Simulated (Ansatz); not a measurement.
Basis sets compared for AgCl2⁻. The state is a singlet with charge -1. Geometry PBE0-D4/def2-TZVPD. Ansatz on 4 threads of Arm Neoverse V1 on a shared host; times are rough, and most runs start from earlier orbitals.

```xyz
3

Ag   -0.0001    0.0000   -0.0001
Cl    0.9270    1.4887   -1.5434
Cl   -0.9269   -1.4886    1.5435
```

In the def2 sets Ag takes a core potential; there is no spin–orbit coupling. The structure comes from a short search, and lower isomers may exist.

```tsv
level	functions	energy (Eh)	HOMO (eV)	LUMO (eV)	wall time
PBE-D4/def2-SVPD	88	-1066.9194	-1.66	2.62	0.55 s
PBE0-D4/def2-SVPD	88	-1066.9777	-3.02	3.33	0.85 s
```

Task: Estimate the rows for PBE-D4/def2-TZVPD, PBE0-D4/def2-TZVPD (with forces).

Result: 
```tsv
level	functions	energy (Eh)	HOMO (eV)	LUMO (eV)	wall time
PBE-D4/def2-TZVPD	132	-1067.2592	-1.61	2.60	0.8 s
PBE0-D4/def2-TZVPD (with forces)	132	-1067.3124	-2.97	3.26	1.4 s
```
